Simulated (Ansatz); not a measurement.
`[SiH3]O[B]Br` radical, 7 atoms. The species carries charge 0 and has multiplicity 2. Correlated methods include outer-core shells of Br, which these sets cover unevenly. Scalar relativity is left out up to krypton. All runs use 4 threads of a server CPU on a shared host. Correlated methods freeze the cores. Open-shell runs search over several starts.

Give the basis size and wall time and peak host memory of each of these runs in Ansatz. UKS PBE0-D4/def2-TZVP frequencies; UHF-CCSD(T)/def2-TZVPP energy; UKS SPW92/def2-TZVPP energy; UKS r2SCAN-D4/def2-TZVPP energy and forces; direct RPA on PBE orbitals/def2-TZVPP energy; UKS PBE0-D4/def2-TZVP relaxation (29 steps); UKS ωB97M-V/def2-QZVPP energy; UHF-MP2/def2-QZVPP energy; UKS BHLYP-D4/def2-TZVPP energy; UKS PBE0-D4/def2-QZVPP energy; UKS PBE0-D4/def2-SVP energy; UKS HSE06-D4/def2-TZVPP energy. (Best estimate.)

Ansatz gave: Other jobs shared the machine, so times are rough.

| level | job | functions | wall time | peak host memory (GiB) |
| --- | --- | --- | --- | --- |
| UKS SPW92/def2-TZVPP | energy | 194 | 0.8 s | 0.28 |
| UKS PBE0-D4/def2-SVP | energy | 93 | 0.9 s | 0.28 |
| UKS BHLYP-D4/def2-TZVPP | energy | 194 | 2.2 s | 0.68 |
| UKS HSE06-D4/def2-TZVPP | energy | 194 | 2.5 s | 0.7 |
| direct RPA on PBE orbitals/def2-TZVPP | energy | 194 | 2.5 s | 0.51 |
| UKS r2SCAN-D4/def2-TZVPP | energy and forces | 194 | 2.8 s | 0.35 |
| UKS PBE0-D4/def2-QZVPP | energy | 363 | 7 s | 1.6 |
| UHF-MP2/def2-QZVPP | energy | 363 | 12 s | 1.8 |
| UKS ωB97M-V/def2-QZVPP | energy | 363 | 14 s | 2 |
| UKS PBE0-D4/def2-TZVP | frequencies | 165 | 58 s | 0.57 |
| UKS PBE0-D4/def2-TZVP | relaxation (29 steps) | 165 | 64 s | 0.6 |
| UHF-CCSD(T)/def2-TZVPP | energy | 194 | 93 s | 6 |

HSE06 is defined as in plane-wave codes.
